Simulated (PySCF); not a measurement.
One of the candidates below gave these computed data.

All candidates are C8H7NO.

* UV, first state: lowest singlet excitation: 5.20 eV (239 nm, f = 0.082) [TDDFT CAM-B3LYP/def2-SVPD]
* Dipole: 1.27 D [CAM-B3LYP/def2-SVPD]
* UV, strongest line: among the 6 lowest singlet transitions: S6 at 6.85 eV (181 nm, f = 0.577) [TDDFT CAM-B3LYP/def2-SVPD]
* Polarisability: 101.1 au [CAM-B3LYP/def2-SVPD]
* Rotational structure: rotational constants A, B, C: 3.895, 1.048, 0.830 GHz [PBE0-D3(BJ)/def2-SVP]

Electronic properties: PySCF, gas phase, density fitting. Levels stand in brackets. Isolated species at its PBE0-D3(BJ)/def2-SVP geometry, gas phase.

Question: Which candidate is it?
A. `Cc1nc2ccccc2o1`
B. `Oc1cccc2cc[nH]c12`
C. `C=Nc1ccc(C=O)cc1`

Answer: A. It is `Cc1nc2ccccc2o1`. Numbering: `[CH3:1][c:2]1[n:3][c:4]2[cH:5][cH:6][cH:7][cH:8][c:9]2[o:10]1`. Its formula, C8H7NO, gives 6 degrees of unsaturation: 2 rings and 4 π bonds in the structure found (Kekulé form). The optimised geometry has point group Cs and is an asymmetric top.

The others, at the same levels:
- `C=Nc1ccc(C=O)cc1` fails: its computed lowest singlet excitation is 3.90 eV (318 nm, f = 0.000) (against 5.20 eV), strongest line among the 6 lowest singlet transitions is S4 at 5.20 eV (238 nm, f = 0.293) (against S6 at 6.85 eV) and static isotropic polarisability is 109.8 au (against 101.1 au).
- `Oc1cccc2cc[nH]c12` fails: its computed lowest singlet excitation is 4.96 eV (250 nm, f = 0.063) (against 5.20 eV), strongest line among the 6 lowest singlet transitions is S2 at 5.17 eV (240 nm, f = 0.064) (against S6 at 6.85 eV) and static isotropic polarisability is 103.5 au (against 101.1 au).

Each candidate is one conformer, not necessarily the lowest. Dipoles, sizes and rotational constants follow the conformer. The torsions of the flexible species, by atom-mapped SMILES:
- `[CH2:1]=[N:2][c:3]1[cH:4][cH:5][c:6]([CH:7]=[O:8])[cH:9][cH:10]1`: C1–N2–C3–C4 -48°, C5–C6–C7–O8 0°
- `[OH:1][c:2]1[cH:3][cH:4][cH:5][c:6]2[cH:7][cH:8][nH:9][c:10]12`: H–O1–C2–C3 0°
